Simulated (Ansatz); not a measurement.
Consider the redistribution: `BOBF` + `C[CH2][GeH2][SiH3]` → `[BH2][GeH2][SiH3]` + `CCOBF`.

Computed with Ansatz on PBE0-D4/def2-TZVP structures; ΔE is electronic, products minus reactants. CBS: MP2 limit from def2 TZ/QZ plus the TZ coupled-cluster correction, frozen cores. Functionals use def2-TZVPP. B3LYP here is the variant with VWN-RPA as its local correlation; programs differ in this. For Ge outer-core shells are correlated without core-valence functions, which leaves a few kJ/mol of doubt a bond. Scalar relativity is left out up to krypton. Each species was taken in one conformer, which may not be the lowest.

| level | ΔE (kJ/mol) | difference from CCSD(T)/CBS |
| --- | --- | --- |
| PBE-D4 | 166.0 | -14.8 |
| r2SCAN-D4 | 172.7 | -8.1 |
| PBE0-D4 | 171.9 | -8.9 |
| B3LYP-D4 | 176.6 | -4.2 |
| ωB97X-V | 174.8 | -6.0 |
| ωB97M-V | 180.1 | -0.7 |
| B2PLYP | 179.7 | -1.1 |
| PBE | 163.5 | -17.3 |
| r2SCAN | 171.9 | -8.9 |
| PBE0 | 169.7 | -11.1 |
| B3LYP | 172.6 | -8.2 |
| HF/def2-TZVPP | 182.0 | 1.2 |
| MP2/def2-TZVPP | 191.3 | 10.5 |
| SCS-MP2/def2-TZVPP | 187.0 | 6.2 |
| CCSD/def2-TZVPP | 180.3 | -0.5 |
| CCSD(T)/def2-TZVPP | 180.3 | -0.5 |
| HF/def2-QZVPP | 182.7 | 1.9 |
| MP2/def2-QZVPP | 191.8 | 11.0 |
| SCS-MP2/def2-QZVPP | 188.0 | 7.2 |
| HF/CBS(def2) | 182.8 | 2.0 |
| MP2/CBS(def2) | 191.7 | 10.9 |
| CCSD/CBS(def2) | 180.8 | 0.0 |
| CCSD(T)/CBS | 180.8 | 0 |

Largest T1 diagnostic among the species: 0.013.

From PBE to PBE0 (25 % exact exchange), in def2-TZVPP and without D4, ΔE moves by +6.1 kJ/mol. The D4 term adds +4.0 kJ/mol with B3LYP and +2.3 kJ/mol with PBE0; it sums over pairs of atoms, weighted by their polarisabilities, and B3LYP, whose exchange is more repulsive, gets the larger term.
